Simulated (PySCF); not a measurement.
Cartesian coordinates (Å):
SMILES: B
```xyz
4

B      0.0000     0.0000     0.0001
H     -0.8405    -0.8404    -0.0001
H     -0.3075     1.1481    -0.0012
H      1.1481    -0.3077     0.0012
```
Charge 0, spin multiplicity 1.

Q: Estimate the LUMO, HOMO and total energy that PBE-D3(BJ)/def2-TZVP // CAM-B3LYP-D3(BJ)/def2-TZVP (PySCF) returns for this input.

A: 
| Quantity | Result |
|---|---|
| LUMO | -3.04 eV |
| HOMO | -8.48 eV |
| total energy | -722.55 eV |
